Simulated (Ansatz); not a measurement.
Cost and result for the atomization energy of C3H7AlSi (12 atoms, 13 bonds).

```xyz
12

C     0.239   -0.280   -2.117
C    -0.129    0.459   -1.154
C    -0.065    0.881    0.131
Al    1.463   -0.748   -0.541
Si   -1.234    0.241    1.440
H    -0.041   -0.474   -3.137
H     0.466    1.814    0.319
H     2.886   -0.061   -0.554
H     1.053   -2.060    0.241
H    -0.506    0.090    2.725
H    -1.780   -1.064    0.995
H    -2.351    1.202    1.650
```

Total charge 0; spin multiplicity 1. The bonds changed during the relaxation, so this is another structure than the one it started from. The geometry is a stationary point of PBE0-D4/def2-TZVP. Program: Ansatz. All runs use 4 threads of an Arm Neoverse V1 on a shared host. Times are those of one run each, without the atoms' runs, and a repeat can differ threefold. Electronic energies, without spin–orbit coupling; frozen cores. CCSD(T)/CBS adds CCSD(T) − MP2 in def2-TZVPP to the MP2 limit, and its time is that of the two runs behind it. T1 = 0.015. B3LYP takes the VWN-RPA correlation (the form of Gaussian; ORCA's B3LYP/G).

CCSD(T)/CBS is a level of theory with its own doubt, some kJ/mol a heavy atom from the limit and from the frozen cores, so smaller differences don't rank the functionals.

| level | functions | wall time | atomization (kJ/mol) | difference from CCSD(T)/CBS | per bond |
| --- | --- | --- | --- | --- | --- |
| PBE-D4/def2-TZVPP (with forces) | 275 | 3.4 s | 4357.1 | 65.2 | 5.0 |
| PBE0-D4/def2-TZVPP | 275 | 3.9 s | 4301.8 | 9.9 | 0.8 |
| B3LYP-D4/def2-TZVPP (with forces) | 275 | 6.5 s | 4293.0 | 1.1 | 0.1 |
| B2PLYP/def2-TZVPP | 275 | 6.5 s | 4246.2 | -45.7 | -3.5 |
| r2SCAN-D4/def2-TZVPP (with forces) | 275 | 7 s | 4323.9 | 32.0 | 2.5 |
| ωB97X-V/def2-TZVPP | 275 | 11 s | 4303.4 | 11.5 | 0.9 |
| ωB97M-V/def2-TZVPP (with forces) | 275 | 15 s | 4305.1 | 13.2 | 1.0 |
| MP2/def2-QZVPP | 521 | 28 s | 4304.1 | 12.2 | 0.9 |
| CCSD(T)/def2-TZVPP | 275 | 2.4 min | 4186.4 | -105.5 | -8.1 |
| CCSD(T)/CBS(def2) | – | 2.9 min | 4291.9 | 0.0 | 0.0 |

The D4 term adds +47.1 kJ/mol with B3LYP and +24.8 kJ/mol with PBE0; it sums over pairs of atoms, weighted by their polarisabilities, and B3LYP, whose exchange is more repulsive, gets the larger term. In def2-TZVPP, CCSD(T) changes the Hartree–Fock value by +993.0 kJ/mol (the triples alone add +68.0 kJ/mol) and MP2 by +1047.8 kJ/mol; breaking electron pairs costs correlation energy, which Hartree–Fock lacks. From PBE to PBE0 (25 % exact exchange), in def2-TZVPP and without D4, the atomization energy moves by −51.0 kJ/mol: exact exchange takes away binding that semilocal exchange gives to molecules.
